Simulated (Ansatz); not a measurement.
Geometry optimisation, RKS BHLYP-D4/def2-SVP (Ansatz).

input.yaml

```yaml
crystal:
  periodic: [false, false, false]
  atoms:
    - { symbol: Ge, position_ang: [0.0, 0.0, 0.0] }
    - { symbol: H, position_ang: [0.0, 0.0, 1.55] }
    - { symbol: H, position_ang: [1.4616, 0.0, -0.5162] }
    - { symbol: F, position_ang: [-0.7913, 1.3709, -0.5594] }
    - { symbol: Ge, position_ang: [-1.1304, -1.9584, -0.7992] }
    - { symbol: H, position_ang: [-1.8281, -2.673, 0.3861] }
    - { symbol: H, position_ang: [-2.1918, -1.5497, -1.8522] }
    - { symbol: H, position_ang: [-0.1029, -2.92, -1.4487] }
basis:
  gaussian: { orbitals: def2-SVP }
hamiltonian:
  xc: { name: BHLYP }
  dispersion: d4
relax:
  f_tol: 0.02
  max_steps: 40
```

Command:

```bash
$ ansatz run input.yaml --threads 2 --pin off --max-ram 3072MiB --backend cpu --events-out ev --progress --plain --runs-dir out
```

**Question.** Where does it end, and by what steps?

**Answer.** The forces met the threshold. The force dipped under the threshold on the way, but the program's further checks kept it going. After 13 steps the energy has fallen by 0.145 eV; F4 moved furthest, 0.67 Å.

```tsv
step	energy less start (eV)	largest force component (eV/Å)	accepted
0	0.0000	1.873	yes
1	-0.0827	0.832	yes
2	-0.1126	0.182	yes
3	-0.1182	0.033	yes
4	-0.1204	0.239	yes
5	-0.1227	0.159	yes
6	-0.1290	0.141	yes
7	-0.1333	0.161	yes
8	-0.1373	0.162	yes
9	-0.1396	0.194	yes
10	-0.1441	0.006	yes
11	-0.1443	0.011	yes
12	-0.1445	0.023	yes
13	-0.1445	0.014	yes
```

```xyz
8
Properties=species:S:1:pos:R:3
Ge 0.061 -0.044 0.003
H 0.557 -0.189 1.445
H 1.198 0.415 -0.915
F -1.088 1.266 0.027
Ge -1.141 -1.984 -0.820
H -2.306 -2.304 0.117
H -1.674 -1.705 -2.225
H -0.190 -3.184 -0.871
```

Whether the end is a true minimum wasn't checked by a vibrational analysis.

The run took 24 s on 2 threads of Intel(R) Xeon(R) 6975P-C (Granite Rapids), on a shared host, peak memory 0.26 GiB.
